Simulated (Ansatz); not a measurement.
Isolated molecules relaxed with PBE0-D4/def2-TZVP in Ansatz; ΔE leaves out vibrations. CBS: MP2 limit from def2 TZ/QZ plus the TZ coupled-cluster correction, frozen cores. This one scheme is used for every species, atoms too. Functionals use def2-TZVPP. No spin–orbit coupling; open shells (•) take unrestricted orbitals. Spin–orbit coupling would lower the free atoms: a little for Al, O, Si. One conformer a species, not always the lowest.

`[NH2][Al]([OH])[SiH3]` → Al• + 6 H• + N• + O• + Si•  (atomization)

Question: What is ΔE at CCSD(T)/CBS? (Best estimate.)

Answer: The calculation gave: +3297.3 kJ/mol.

Question: What do these levels give: r2SCANh-D4, r2SCAN0-D4, r2SCANh, BHLYP, MP2/def2-SVP, CCSD/CBS(def2)? (Estimate.)

Answer: Ansatz gave: r2SCANh-D4 3253.3, r2SCAN0-D4 3220.8, r2SCANh 3248.8, BHLYP 3168.9, MP2/def2-SVP 3049.9, CCSD/CBS(def2) 3255.3 kJ/mol.

Largest T1 diagnostic among the species: 0.018.

In def2-TZVPP, CCSD(T) changes the Hartree–Fock value by +853.5 kJ/mol (the triples alone add +42.1 kJ/mol) and MP2 by +881.5 kJ/mol; breaking electron pairs costs correlation energy, which Hartree–Fock lacks. Leaving LDA and LC-ωPBE aside and taking each functional with its dispersion term where it has one, the values, not all of them listed here, spread over 108.3 kJ/mol, from BHLYP-D4 to ωB97X-V. LDA lies +416.9 kJ/mol from PBE without D4, its usual overbinding. At CCSD(T), def2-SVP lies −266.3 kJ/mol from the extrapolated value and def2-TZVPP −103.5 kJ/mol: correlation converges slowly with the basis, and small sets miss more of it in the bonded molecule than in its fragments.

For atomizations the MP2-based limit and the directly extrapolated one differ by several kJ/mol either way, and by 10 to 25 for some Ge, Se and Sn compounds, so smaller differences from it don't rank the levels.
